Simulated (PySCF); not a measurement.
**Working out the excitation energy of Ar²⁺**

Ar²⁺ [Ne] 3s2 3p4 (3P) → Ar²⁺ [Ne] 3s1 3p4 3d1 (high-spin determinant). Calculation: PySCF 2.14, in dyall-av2z (13s9p2d, 50 functions); no relativity, point nucleus. Frozen: [Ne]; the 16 highest virtual orbitals dropped. Energies in hartree (1 hartree = 27.21139 eV):

| part | Ar²⁺ (lower) | Ar²⁺ (upper) |
| --- | --- | --- |
| UHF | -525.291571 | -524.028514 |
| MP2 opposite-spin | -0.076023 | -0.060373 |
| MP2 same-spin | -0.024725 | -0.018644 |

Problem. What does Hartree-Fock give?

Solution. (-524.028514) − (-525.291571) = 1.263057 hartree = 34.370 eV.

Problem. What do MP2 and SCS-MP2 (6/5 opposite-spin, 1/3 same-spin) give?

Solution. The opposite-spin parts differ by 0.426 eV and the same-spin parts by 0.165 eV. MP2: 34.370 + (0.426) + (0.165) = 34.961 eV. SCS-MP2: 34.370 + 1.2 × (0.426) + (0.165)/3 = 34.936 eV.

One determinant mixes LS terms, so it does not stand for a single term.

A double-zeta basis recovers only part of the correlation energy.
